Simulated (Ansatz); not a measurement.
Species: C2H2N, SMILES `[CH2]C#N` (charge 0, multiplicity 2).

Task: Give a relaxed geometry from PBE0-D4/def2-TZVP in Ansatz (an electronic-structure program).

Result: the end point of this relaxation (outside a Z-matrix the atoms follow the SMILES, hydrogens last).
Cartesian coordinates (Å) in one orientation:
```xyz
5

C     -0.567     0.000     0.003
C      0.809     0.000    -0.005
N      1.974     0.000    -0.012
H     -1.108     0.935     0.021
H     -1.108    -0.936    -0.008
```
